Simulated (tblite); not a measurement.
Species: C7H16Si.
Cartesian coordinates in Å at the GFN2-xTB level; atoms count from 1:
```
atom  x, y, z in Å
C1     3.7188   -0.6699   -0.6692
C2     2.5445   -0.1399    0.0843
C3     1.5832    0.6194   -0.4255
Si4    0.0990    1.2558    0.5333
C5    -1.4179    0.1164    0.2221
C6    -1.1214   -1.2943    0.7327
C7    -1.7330    0.0435   -1.2724
C8    -2.6411    0.6625    0.9583
H9     3.7162   -1.7603   -0.6485
H10    4.6462   -0.3368   -0.2029
H11    3.7054   -0.3370   -1.7048
H12    2.5092   -0.4198    1.1299
H13    1.6535    0.8852   -1.4746
H14    0.3918    1.2643    1.9722
H15   -0.2230    2.6168    0.0831
H16   -0.9254   -1.2853    1.8031
H17   -0.2505   -1.7119    0.2306
H18   -1.9696   -1.9545    0.5494
H19   -1.9516    1.0319   -1.6723
H20   -0.8923   -0.3714   -1.8248
H21   -2.6010   -0.5925   -1.4495
H22   -3.5048    0.0161    0.7994
H23   -2.8937    1.6591    0.6022
H24   -2.4542    0.7222    2.0285
```

Level: GFN2-xTB in tblite, geometry and Hessian alike; calculated harmonic values, unscaled, isolated species. Errors from tens to a few hundred cm⁻¹ against measured bands are possible. Modes of hydrogen on silicon can be 10 to 20 % off. One conformer, not necessarily the lowest.

Harmonic wavenumbers (cm⁻¹): 28.3, 36.5, 90.2, 165.0, 196.6, 207.3, 212.8, 232.3, 249.9, 264.4, 268.8, 358.5, 373.5, 390.2, 412.9, 498.7, 586.8, 612.9, 681.4, 718.1, 770.0, 797.5, 891.4, 966.1, 973.6, 974.0, 987.0, 1009.2, 1034.4, 1035.3, 1037.3, 1097.5, 1224.5, 1225.1, 1235.9, 1242.9, 1304.7, 1398.2, 1411.3, 1412.2, 1433.2, 1476.2, 1482.8, 1501.5, 1502.0, 1502.4, 1515.2, 1516.0, 1520.0, 1687.4, 2208.5, 2217.3, 2989.8, 2990.3, 2990.9, 2997.3, 3006.2, 3014.4, 3019.0, 3020.7, 3022.5, 3026.5, 3027.5, 3029.6, 3031.8, 3048.4.

A = 3010, B = 823.3, C = 781.4 MHz; mass 128.102 u (most abundant isotopes); point group C1, symmetry number 1.

Question: Zero-point energy?

Answer: Half the sum of the wavenumbers: 45195 cm⁻¹ = 129.22 kcal/mol.

Question: Give the ideal-gas entropy at 400 K and 1 bar in the rigid-rotor, harmonic-oscillator model (classical rotation).

Answer: Translation 41.94, rotation 30.37, vibration 51.58: S = 123.9 cal/(mol K).

Question: And Cp and H(400 K) − H(0)?

Answer: Cp = 58.02 cal/(mol K), of which vibrations give 50.07 (their classical limit is 66 R = 131.2); H(400 K) − H(0) = 13.63 kcal/mol without the zero-point energy, 10.45 from vibrations.

Question: Which modes carry the vibrational entropy at 400 K?

Answer: 28.3 cm⁻¹: 6.53; 36.5 cm⁻¹: 6.02; 90.2 cm⁻¹: 4.23; 165.0 cm⁻¹: 3.05; 196.6 cm⁻¹: 2.72; 207.3 cm⁻¹: 2.62 cal/(mol K); the other 60 give 26.41 together.

Question: How do the functions run with temperature in this model?

Answer: 
```csv
T (K),S (cal/(mol K)),Cp (cal/(mol K)),H − H(0) (kcal/mol),G − H(0) (kcal/mol),ln q(vib)
150,83.4,28.9,2.72,-9.79,4.38
250,101.0,40.7,6.21,-19.03,7.80
298.15,108.6,46.4,8.30,-24.08,9.43
600,151.2,77.1,27.23,-63.50,19.24
900,186.4,96.6,53.49,-114.30,28.28
```

q(vib) and H(0) count from the zero-point level.

Question: What must be added to the electronic energy to get the Gibbs energy at 400 K and 1 bar?

Answer: ZPE + [H(400 K) − H(0)] − T·S = 129.22 + 13.63 − 49.56 = 93.29 kcal/mol.

Question: Blend soft modes into free rotors: weight 1/[1 + (100 cm⁻¹/ν̃)⁴] for the oscillator and the rest for a rotor with moment μB/(μ + B), μ = h/(8π²ν), B = 10⁻⁴⁴ kg m². What vibrational entropy results?

Answer: 46.95 cal/(mol K) in place of 51.58, which changes −T·S at 400 K by +1.85 kcal/mol.

Hindered rotation and anharmonicity are outside this model. Other conformers, if any are populated, would add a mixing term that is left out. The structure is chiral; the term R ln 2 for an equal mix with its mirror image is left out.
